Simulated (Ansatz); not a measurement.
The cluster MgBr2, relaxed as a quintet with UKS PBE-D4/def2-TZVP in Ansatz, starting from the PBE-D4/def2-TZVP geometry of the neutral singlet. Force threshold 0.02 eV/Å.

The relaxation made no stability test and no search for a lower SCF solution. At PBE-D4/def2-TZVP a singlet of charge 0 lies 9.30 eV below the quintet, each at its own geometry. The structure comes from a short search, and lower isomers may exist.

Start:

```xyz
3

Mg    0.0055    0.0001    0.0073
Br   -0.4054    2.2818    0.2830
Br    0.3999   -2.2819   -0.2903
```

| step | energy (eV) | largest force component (eV/Å) | SCF passes |
| --- | --- | --- | --- |
| 1 | -145506.0211 | 2.875 | 13 |
| 2 | -145506.9090 | 1.393 | 17 |
| 3 | -145507.3211 | 0.628 | 18 |
| 4 | -145507.5017 | 0.246 | 19 |
| 5 | -145507.5475 | 0.011 | 20 |

Force components are those of the run's own axes.

End:

```xyz
3

Mg    0.0001    0.0000    0.0002
Br   -0.5395    3.0571    0.3839
Br    0.5394   -3.0571   -0.3841
```

By distances, no bond broke or formed. The bond that changes most is Mg1–Br3, from 2.33 to 3.13 Å (atoms count from 1).

No frequencies were taken in this run, so the end may be a saddle point.

Run time 6 s (4 threads of Arm Neoverse V1 on a shared host).
